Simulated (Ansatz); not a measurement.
System: AsH4, charge 1, singlet. AsH4+ (SMILES [AsH4+]).
B3LYP-D3(BJ)/def2-TZVP minimum from Ansatz (a quantum-chemistry and plane-wave program):
```
As
H 1 1.4913
H 1 1.4913 2 109.47
H 1 1.4913 2 109.47 3 -120.00
H 1 1.4913 2 109.47 4 -120.00
```
Charge +1, spin multiplicity 1.

Hartree-Fock and CCSD correlation energies in hartree (Ansatz). Radicals and triplets start from unrestricted determinants; spin-orbit coupling is neglected. Cores are frozen in correlated methods (noble-gas shells, and filled d and f shells in the p block). No relativity.

```csv
basis,X,E(HF),"E(corr, CCSD)"
cc-pVTZ,3,-2236.28002,-0.17762
cc-pVQZ,4,-2236.28419,-0.18617
cc-pV5Z,5,-2236.28474,withheld
```

Q: Fit E(corr) = E∞ + A/X³ to X = 3 and 4, predict X = 5, and compare with the run.

A: A = (-0.17762 - (-0.18617))/(1/27 - 1/64) = 0.3993; E∞ = -0.18617 - A/64 = -0.19241; at X = 5, E∞ + A/125 = -0.18921. The run gave -0.18882, 0.39 mEh above the prediction. The same form on X = 4 and 5 gives E∞ = -0.19160, 0.81 mEh above the first estimate.
